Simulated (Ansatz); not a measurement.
The cluster Na21. Total charge 0; doublet. Geometry PBE/def2-SVP; atoms count from 1.

```xyz
21

Na   -4.2732    0.1047   -0.9962
Na   -0.7754   -2.9658    2.4478
Na    3.1955   -3.9504   -1.9695
Na   -0.7180    0.5591    0.4779
Na   -2.4748    3.1039   -1.6307
Na   -2.6656    2.5057    2.1376
Na    2.1580   -0.8431    2.9924
Na   -1.3571   -0.0730   -3.0303
Na    0.8402    2.7613   -2.7464
Na    2.3708   -0.4073   -2.8997
Na   -1.0540   -0.0299    4.4126
Na    0.2463    4.3153    0.3657
Na    4.4116   -1.3924    0.2360
Na    2.6725    1.6249    0.1543
Na    2.5097   -4.3870    1.6594
Na   -0.7296    5.9966   -2.6511
Na   -2.5864   -2.8896   -0.7303
Na   -3.7510   -1.1669    2.2204
Na   -0.1239   -3.3315   -3.3837
Na    0.9589   -2.0316   -0.3323
Na    1.1454    2.4969    3.2660
```

Single mean-field runs in def2-TZVP are fitted with def2-universal-jkfit. The structure comes from a short search, and lower isomers may exist.

Problem. Estimate the Mulliken populations from the PBE0/def2-TZVP orbitals of Ansatz.

Solution. 
```json
{"atom": "Na1", "charge (e)": "0.07", "spin (α − β)": "0.00"}
{"atom": "Na2", "charge (e)": "0.06", "spin (α − β)": "0.00"}
{"atom": "Na3", "charge (e)": "-0.03", "spin (α − β)": "0.01"}
{"atom": "Na4", "charge (e)": "-1.25", "spin (α − β)": "0.10"}
{"atom": "Na5", "charge (e)": "0.16", "spin (α − β)": "0.05"}
{"atom": "Na6", "charge (e)": "0.23", "spin (α − β)": "-0.02"}
{"atom": "Na7", "charge (e)": "0.25", "spin (α − β)": "0.01"}
{"atom": "Na8", "charge (e)": "0.16", "spin (α − β)": "0.07"}
{"atom": "Na9", "charge (e)": "0.05", "spin (α − β)": "0.15"}
{"atom": "Na10", "charge (e)": "0.09", "spin (α − β)": "0.01"}
{"atom": "Na11", "charge (e)": "0.03", "spin (α − β)": "-0.03"}
{"atom": "Na12", "charge (e)": "0.14", "spin (α − β)": "0.05"}
{"atom": "Na13", "charge (e)": "0.09", "spin (α − β)": "0.03"}
{"atom": "Na14", "charge (e)": "0.17", "spin (α − β)": "0.03"}
{"atom": "Na15", "charge (e)": "-0.02", "spin (α − β)": "0.26"}
{"atom": "Na16", "charge (e)": "-0.19", "spin (α − β)": "0.20"}
{"atom": "Na17", "charge (e)": "0.06", "spin (α − β)": "-0.02"}
{"atom": "Na18", "charge (e)": "0.03", "spin (α − β)": "0.00"}
{"atom": "Na19", "charge (e)": "-0.09", "spin (α − β)": "-0.01"}
{"atom": "Na20", "charge (e)": "-0.07", "spin (α − β)": "0.12"}
{"atom": "Na21", "charge (e)": "0.07", "spin (α − β)": "0.01"}
```
Mulliken values and Mayer orders depend strongly on the basis.

Problem. Where does the spin sit?

Solution. Summed by element: Na 1.00, of 1 unpaired in all. Largest on single atoms: Na15 0.26, Na16 0.20, Na9 0.15.

Problem. And the Mayer bond orders between bonded heavy atoms (over 0.3)?

Solution. Na1–Na4 0.30 (3.88 Å); Na3–Na19 0.31 (3.66 Å); Na4–Na6 0.39 (3.22 Å); Na13–Na20 0.32 (3.56 Å).
